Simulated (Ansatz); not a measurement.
Calculated with Ansatz (gas phase, PBE0-D4/def2-TZVP geometries, no zero-point term in ΔE). CBS: MP2 limit from def2 TZ/QZ plus the TZ coupled-cluster correction, frozen cores. def2 core potentials past Kr. For Sn outer-core shells are correlated without core-valence functions, which leaves a few kJ/mol of doubt a bond. One conformer a species, not always the lowest.

Reaction (redistribution): `[CH3][SnH]([CH3])[OH]` + `N[SiH2]C=O` → `[CH3][SnH]([NH2])[OH]` + `C[SiH2]C=O`

```json
{"species": "`[CH3][SnH]([CH3])[OH]`", "HF/def2-TZVPP energy (Eh)": "-368.68322"}
{"species": "`N[SiH2]C=O`", "HF/def2-TZVPP energy (Eh)": "-459.11359"}
{"species": "`[CH3][SnH]([NH2])[OH]`", "HF/def2-TZVPP energy (Eh)": "-384.70085"}
{"species": "`C[SiH2]C=O`", "HF/def2-TZVPP energy (Eh)": "-443.08313"}
```

(1) Work out ΔE.

Largest T1 diagnostic among the species: 0.014.

## Answers

(1) ΔE = (-384.70085) + (-443.08313) − (-368.68322) − (-459.11359) = 0.01283 Eh = +33.7 kJ/mol. CCSD(T)/CBS gives +31.0 kJ/mol.

From PBE to PBE0 (25 % exact exchange), in def2-TZVPP and without D4, ΔE moves by +3.7 kJ/mol.
